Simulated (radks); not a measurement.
Excited configurations of In XVIII: one electron is placed in a higher orbital outside [Ar] 3d10 4s2 4p1. The ground configuration is [Ar] 3d10 4s2 4p2. Method: non-relativistic Kohn-Sham, LDA (Slater exchange, Perdew-Wang correlation), spin-unpolarised, spherical densities, point nucleus; relativity is left out, which matters for an element this heavy; computed with a radial shooting solver on a logarithmic mesh with Libxc functionals. Excitation = E - E(ground); binding = E(ion) - E, where the ion is the core of charge +18; n* = 18/sqrt(2 binding) in atomic units, and the quantum defect is n - n*.

| outer orbital | excitation (eV) | binding (eV) | n* | quantum defect | eigenvalue (eV) | <r> (bohr) |
|---|---|---|---|---|---|---|
| 5s | 181.21 | 272.96 | 4.019 | 0.981 | -265.46 | 1.362 |
| 5p | 198.46 | 255.71 | 4.152 | 0.848 | -248.46 | 1.403 |
| 5d | 227.99 | 226.18 | 4.415 | 0.585 | -219.37 | 1.478 |
| 5f | 259.79 | 194.38 | 4.762 | 0.238 | -187.86 | 1.549 |
| 6s | 279.56 | 174.61 | 5.025 | 0.975 | -170.13 | 2.120 |
| 6p | 288.60 | 165.57 | 5.160 | 0.840 | -161.22 | 2.184 |
| 6d | 304.13 | 150.05 | 5.420 | 0.580 | -145.92 | 2.303 |
| 6f | 320.82 | 133.35 | 5.750 | 0.250 | -129.40 | 2.421 |
| 7s | 332.73 | 121.45 | 6.025 | 0.975 | -118.45 | 3.041 |

The Delta-SCF ionisation energy is 454.17 eV (NIST Atomic Spectra Database: 462 eV, theoretical). Self-interaction in the functional shifts the binding energies and quantum defects, so they are the method's values and not measured ones. Relativity is left out here, which matters for elements this heavy. Spin polarisation and multiplet splitting are left out, so open shells lie too high by an amount that depends on their filling.

Beside tabulated values, note that spin-unpolarised runs miss the spin-polarisation part of the exchange energy of open shells.
